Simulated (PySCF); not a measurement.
**Correlation energy of Tc (technetium, neutral)**

[Kr] 4d5 5s1 6s1, high-spin 8S determinant (an excited configuration). Calculation: PySCF 2.14, in def2-QZVPP with one added diffuse shell each of s, p, d, f, g type with the def2 core potential (28 electrons) (8s6p5d5f3g, 113 functions); scalar relativity through the core potential. Frozen: 4s2 4p6; 7 electrons correlated.

MP2 pair energies summed by pair of shells (mhartree):

```
 pair  energy  share (%)
4d-4d  -62.15       71.2
4d-5s  -21.05       24.1
4d-6s   -2.18        2.5
5s-6s   -1.86        2.1
```

Total MP2 correlation energy: -87.24 mhartree.

Same-spin part -87.24 and opposite-spin part 0.00 mhartree; SCS-MP2 scales them by 1/3 and 6/5 to -29.08 mhartree.
